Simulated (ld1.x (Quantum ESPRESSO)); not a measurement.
## Building the PAW potential for F (PW91, non-relativistic).

ld1.x (Quantum ESPRESSO) 7.5 was run on this input:

```
&input
   title='F', zed=9., rel=0, dft='PW91', iswitch=3,
   config='[He] 2s1.75 2p5.25',
   nld=2, rlderiv=1.55, eminld=-4.0, emaxld=5.0, deld=0.02
 /
 &inputp
   pseudotype=3, lpaw=.true., tm=.true., lloc=-2, rcloc=0.80,
   nlcc=.true., new_core_ps=.true., rcore=0.85,
   which_augfun='PSQ', rmatch_augfun=0.85,
   file_pseudopw='F.UPF', file_wfcaegen='ae.wfc', file_wfcncgen='nc.wfc', file_beta='beta', file_chi='chi', file_wfcusgen='us.wfc'
 /
4
2S  1  0   1.75   0.00  0.80  1.00  0.0
2S  1  0   0.00   1.95  0.80  1.00  0.0
2P  2  1   5.25   0.00  1.30  1.40  0.0
2P  2  1   0.00  -0.40  1.30  1.40  0.0
 &test
   configts(1)='2s1.75 2p5.25'
 /
```

Command:

```bash
ld1.x < F.in > F.out
```

Output (shortened: banner, matrices, multipoles, cross overlaps and the repeated all-electron block are left out):

```
Program LD1 v.7.5
     --------------------------- All-electron run ----------------------------

     F

     atomic number is  9.00
     dft =PW91   lsd =0 sic =0 latt =0  beta=0.20 tr2=1.0E-14
     Exchange-correlation= PW91
                           (   1   4   2   2   0   0   0)
     mesh =1105 r(mesh) =  99.76081 a.u. xmin = -7.00 dx = 0.01250
     1 Ry =  13.60569312 eV

     n l     nl                  e(Ry)          e(Ha)          e(eV)
     1 0     1S 1( 2.00)       -48.7475       -24.3738      -663.2440
     2 0     2S 1( 1.75)        -2.2039        -1.1019       -29.9856
     2 1     2P 1( 5.25)        -0.8319        -0.4160       -11.3192

     final scf error:  4.0E-15 reached in  31 iterations

     Etot =    -199.091171 Ry,     -99.545586 Ha,   -2708.773377 eV

     Ekin =     198.568124 Ry,      99.284062 Ha,    2701.656954 eV
     Encl =    -476.396486 Ry,    -238.198243 Ha,   -6481.704393 eV
     Eh   =      99.245122 Ry,      49.622561 Ha,    1350.298674 eV
     Exc  =     -20.507931 Ry,     -10.253965 Ha,    -279.024613 eV

     normalization and overlap integrals

     s(1S/1S) =  1.000000  <r> =   0.1765  <r2> =    0.0421  r(max) =   0.1139
     s(2S/2S) =  1.000000  <r> =   1.0047  <r2> =    1.2309  r(max) =   0.7617
     s(2P/2P) =  1.000000  <r> =   1.1028  <r2> =    1.6316  r(max) =   0.7066

     ------------------------ End of All-electron run ------------------------

     --------------------- Generating PAW atomic setup --------------------

      Generating local potential from pseudized AE potential:
      Matching radius rcloc =   0.8000
      Enforcing V''(0)=0 (lloc=-2)

      Local pseudo, rcloc= 0.801 Estimated cut-off energy=    47.35 Ry

      Computing core charge for nlcc:

       r > 0.85 : true rho core
      Core charge pseudized with two Bessel functions
      Integrated core pseudo-charge :   0.03
      Wfc-us  2S rcutus= 1.003  Estimated cut-off energy=    46.76 Ry
      Wfc-us  2S rcutus= 1.003  Estimated cut-off energy=    61.74 Ry
      Wfc-us  2P rcutus= 1.388  Estimated cut-off energy=    41.03 Ry
      Wfc-us  2P rcutus= 1.388  Estimated cut-off energy=    43.72 Ry

     Required augmentation: PSQ   radius:    0.850000

     Q pseudized with Bessel functions
     Expected ecutrho=     351.2114 due to l1=  1   l2=  1

     Estimated PAW energy =  -58.820859 Ryd

     ------------------- End of pseudopotential generation -------------------

     Computing logarithmic derivative in   1.54349
     Computing logarithmic derivative in   1.54349
     Computing the partial wave expansion
     R is outside the sphere for l=    0 j= 0.00
     R is outside the sphere for l=    0 j= 0.00
     R is outside the sphere for l=    1 j= 0.00
     R is outside the sphere for l=    1 j= 0.00

     ---------------------- Testing the pseudopotential ----------------------

     F

     atomic number is  9.00   valence charge is  7.00
     dft = SLA  PW   GGX  GGC   lsd =0 sic =0 latt =0  beta=0.20 tr2=1.0E-14
     mesh =1105 r(mesh) =  99.76081 xmin = -7.00 dx = 0.01250

     n l     nl             e AE (Ry)        e PS (Ry)    De AE-PS (Ry)
     1 0     2S   1( 1.75)       -2.20390       -2.20390        0.00000
     2 1     2P   1( 5.25)       -0.83195       -0.83195       -0.00000

     eps = 8.4E-15  iter =  8

     Etot =    -199.091171 Ry,     -99.545586 Ha,   -2708.773377 eV
     Etotps =   -58.820859 Ry,     -29.410430 Ha,    -800.298562 eV

     Ekin =      50.069086 Ry,      25.034543 Ha,     681.224624 eV
     Encl =    -130.788205 Ry,     -65.394103 Ha,   -1779.464182 eV
     Ehrt =      42.406190 Ry,      21.203095 Ha,     576.965608 eV
     Ecxc =     -20.507931 Ry,     -10.253965 Ha,    -279.024612 eV
     (Ecc =      -0.015029 Ry,      -0.007515 Ha,      -0.204483 eV)

     ---------------------- End of pseudopotential test ----------------------
```

Generation and configuration tests took about 2.6 s on one core of a shared server CPU.

Transferability test of the new file with ld1.x, input:

```
&input
   title='F', zed=9., rel=0, dft='PW91', iswitch=2,
   config='[He] 2s1.75 2p5.25'
 /
 &test
   file_pseudo='F.UPF', nconf=8,
   configts(1)='2s1.75 2p5.25',
   configts(2)='2s2 2p5',
   configts(3)='2s2 2p4',
   configts(4)='2s2 2p3',
   configts(5)='2s1 2p6',
   configts(6)='2s2 2p2',
   configts(7)='2s2 2p5.3',
   configts(8)='2s2 2p4.5'
 /
```

```bash
ld1.x < F.test.in > F.test.out
```

Pseudopotential blocks of its output, shortened (energy terms left out; the distinct warnings before each block abridged to one line each):

```
     ---------------------- Testing the pseudopotential ----------------------

     n l     nl             e AE (Ry)        e PS (Ry)    De AE-PS (Ry)
     1 0     2S   1( 1.75)       -2.20390       -2.20390        0.00000
     2 1     2P   1( 5.25)       -0.83195       -0.83195       -0.00000

     eps = 9.8E-15  iter =  8

     Etot =    -199.091171 Ry,     -99.545586 Ha,   -2708.773377 eV
     Etotps =   -58.820859 Ry,     -29.410430 Ha,    -800.298562 eV

     ---------------------- End of pseudopotential test ----------------------

          ---------------------- Testing the pseudopotential ----------------------

     n l     nl             e AE (Ry)        e PS (Ry)    De AE-PS (Ry)
     1 0     2S   1( 2.00)       -2.19512       -2.19511       -0.00001
     2 1     2P   1( 5.00)       -0.82412       -0.82412       -0.00000

     eps = 7.5E-15  iter = 25

     Etot =    -199.434045 Ry,     -99.717023 Ha,   -2713.438420 eV
     Etotps =   -59.163732 Ry,     -29.581866 Ha,    -804.963578 eV
     dEtot_ae =      -0.342874 Ry
     dEtot_ps =      -0.342872 Ry,   Delta E=      -0.000002 Ry

     ---------------------- End of pseudopotential test ----------------------

          ---------------------- Testing the pseudopotential ----------------------

     n l     nl             e AE (Ry)        e PS (Ry)    De AE-PS (Ry)
     1 0     2S   1( 2.00)       -3.48118       -3.48131        0.00013
     2 1     2P   1( 4.00)       -2.08984       -2.08996        0.00013

     eps = 5.8E-15  iter = 18

     Etot =    -198.000456 Ry,     -99.000228 Ha,   -2693.933439 eV
     Etotps =   -57.730095 Ry,     -28.865048 Ha,    -785.457960 eV
     dEtot_ae =       1.090715 Ry
     dEtot_ps =       1.090764 Ry,   Delta E=      -0.000049 Ry

     ---------------------- End of pseudopotential test ----------------------

          ---------------------- Testing the pseudopotential ----------------------

     n l     nl             e AE (Ry)        e PS (Ry)    De AE-PS (Ry)
     1 0     2S   1( 2.00)       -4.99576       -4.99651        0.00075
     2 1     2P   1( 3.00)       -3.61228       -3.61289        0.00061

     eps = 9.9E-15  iter = 42

     Etot =    -195.169184 Ry,     -97.584592 Ha,   -2655.412022 eV
     Etotps =   -54.898479 Ry,     -27.449239 Ha,    -746.931855 eV
     dEtot_ae =       3.921987 Ry
     dEtot_ps =       3.922381 Ry,   Delta E=      -0.000393 Ry

     ---------------------- End of pseudopotential test ----------------------

          ---------------------- Testing the pseudopotential ----------------------

     n l     nl             e AE (Ry)        e PS (Ry)    De AE-PS (Ry)
     1 0     2S   1( 1.00)       -2.22964       -2.22969        0.00005
     2 1     2P   1( 6.00)       -0.85484       -0.85484        0.00000

     eps = 9.3E-15  iter = 14

     Etot =    -198.061122 Ry,     -99.030561 Ha,   -2694.758849 eV
     Etotps =   -57.790796 Ry,     -28.895398 Ha,    -786.283834 eV
     dEtot_ae =       1.030049 Ry
     dEtot_ps =       1.030064 Ry,   Delta E=      -0.000015 Ry

     ---------------------- End of pseudopotential test ----------------------

          Warning: convergence not achieved
     ---------------------- Testing the pseudopotential ----------------------

     n l     nl             e AE (Ry)        e PS (Ry)    De AE-PS (Ry)
     1 0     2S   1( 2.00)       -6.70208       -6.70411        0.00203
     2 1     2P   1( 2.00)       -5.35960       -5.36087        0.00127

     eps = 4.9E-14  iter =201

     Etot =    -190.701017 Ry,     -95.350508 Ha,   -2594.619512 eV
     Etotps =   -50.429338 Ry,     -25.214669 Ha,    -686.126091 eV
     dEtot_ae =       8.390154 Ry
     dEtot_ps =       8.391522 Ry,   Delta E=      -0.001368 Ry

     ---------------------- End of pseudopotential test ----------------------

          ---------------------- Testing the pseudopotential ----------------------

     n l     nl             e AE (Ry)        e PS (Ry)    De AE-PS (Ry)
     1 0     2S   1( 2.00)       -1.86434       -1.86432       -0.00002
     2 1     2P   1( 5.30)       -0.50350       -0.50349       -0.00000

     eps = 7.6E-15  iter = 15

     Etot =    -199.632413 Ry,     -99.816206 Ha,   -2716.137346 eV
     Etotps =   -59.362100 Ry,     -29.681050 Ha,    -807.662518 eV
     dEtot_ae =      -0.541242 Ry
     dEtot_ps =      -0.541241 Ry,   Delta E=      -0.000001 Ry

     ---------------------- End of pseudopotential test ----------------------

          ---------------------- Testing the pseudopotential ----------------------

     n l     nl             e AE (Ry)        e PS (Ry)    De AE-PS (Ry)
     1 0     2S   1( 2.00)       -2.80614       -2.80617        0.00002
     2 1     2P   1( 4.50)       -1.42193       -1.42196        0.00003

     eps = 7.9E-15  iter = 20

     Etot =    -198.875635 Ry,     -99.437817 Ha,   -2705.840859 eV
     Etotps =   -58.605314 Ry,     -29.302657 Ha,    -797.365922 eV
     dEtot_ae =       0.215536 Ry
     dEtot_ps =       0.215545 Ry,   Delta E=      -0.000009 Ry

     ---------------------- End of pseudopotential test ----------------------
```
